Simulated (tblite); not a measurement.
C5H6FNSi.
Numbering: `[CH2:1]=[CH:2]/[C:3](=[CH:4]\[C:5]#[N:6])[SiH2:7][F:8]` (hydrogens: H9, H10 on C1; H11 on C2; H12 on C4; H13, H14 on Si7)

Geometry (GFN2-xTB, Å), atoms numbered from 1 in this order:
```
atom  x, y, z in Å
C1    -0.9425   -1.6069    1.0807
C2    -1.0489   -0.5114    0.3357
C3     0.0786    0.2468   -0.1689
C4    -0.1319    1.3506   -0.9207
C5    -1.4038    1.8360   -1.2625
N6    -2.4376    2.2461   -1.5502
Si7    1.8538   -0.2860    0.2108
F8     2.7953    0.8013   -0.5159
H9     0.0138   -2.0130    1.3658
H10   -1.8119   -2.1356    1.4313
H11   -2.0299   -0.1352    0.0703
H12    0.6945    1.9319   -1.3081
H13    2.1744   -0.1710    1.6255
H14    2.1956   -1.5541   -0.4159
```

Computed with GFN2-xTB (tblite): harmonic, unscaled wavenumbers at the GFN2-xTB geometry, gas phase. This tight-binding method is rough: wavenumbers can miss measured ones by several per cent, in bad cases by 10 to 20. Modes of hydrogen on silicon can be 10 to 20 % off. One conformer, not necessarily the lowest.

Harmonic wavenumbers (cm⁻¹): 64.0, 101.2, 114.6, 117.8, 155.6, 212.9, 306.9, 319.5, 453.5, 469.2, 499.3, 521.0, 590.6, 690.6, 721.5, 738.9, 758.4, 818.9, 819.0, 895.4, 965.0, 1007.8, 1036.7, 1168.1, 1284.9, 1304.0, 1403.3, 1572.3, 1657.8, 2324.6, 2337.8, 2350.1, 3049.4, 3058.7, 3104.1, 3135.5.

A = 2298, B = 1174, C = 784.4 MHz; mass 127.025 u (most abundant isotopes); point group Cs, symmetry number 1.

Q: What is the zero-point energy?

A: Half the sum of the wavenumbers: 20064 cm⁻¹ = 57.37 kcal/mol.

Q: What is S at 273.15 K and 1 bar for an ideal gas of classical rigid rotors and harmonic oscillators?

A: Translation 40.02, rotation 29.15, vibration 24.37: S = 93.5 cal/(mol K).

Q: And Cp and H(273.15 K) − H(0)?

A: Cp = 33.65 cal/(mol K), of which vibrations give 25.71 (their classical limit is 36 R = 71.5); H(273.15 K) − H(0) = 5.78 kcal/mol without the zero-point energy, 3.61 from vibrations.

Q: How do the functions run with temperature in this model?

A: 
```csv
T (K),S (cal/(mol K)),Cp (cal/(mol K)),H − H(0) (kcal/mol),G − H(0) (kcal/mol),ln q(vib)
150,76.9,22.8,2.29,-9.24,2.59
250,90.6,31.7,5.02,-17.64,5.05
298.15,96.6,35.7,6.65,-22.15,6.22
400,108.1,42.8,10.65,-32.58,8.66
600,127.5,52.6,20.27,-56.20,13.18
900,150.7,61.7,37.54,-98.06,19.25
```

q(vib) and H(0) count from the zero-point level.

Q: Which modes carry the vibrational entropy at 273.15 K?

A: 64.0 cm⁻¹: 4.16; 101.2 cm⁻¹: 3.26; 114.6 cm⁻¹: 3.02; 117.8 cm⁻¹: 2.97; 155.6 cm⁻¹: 2.44; 212.9 cm⁻¹: 1.86 cal/(mol K); the other 30 give 6.67 together.

Q: Blend soft modes into free rotors: weight 1/[1 + (100 cm⁻¹/ν̃)⁴] for the oscillator and the rest for a rotor with moment μB/(μ + B), μ = h/(8π²ν), B = 10⁻⁴⁴ kg m². What vibrational entropy results?

A: 23.05 cal/(mol K) in place of 24.37, which changes −T·S at 273.15 K by +0.36 kcal/mol.

Hindered rotation and anharmonicity are outside this model. Other conformers, if any are populated, would add a mixing term that is left out.
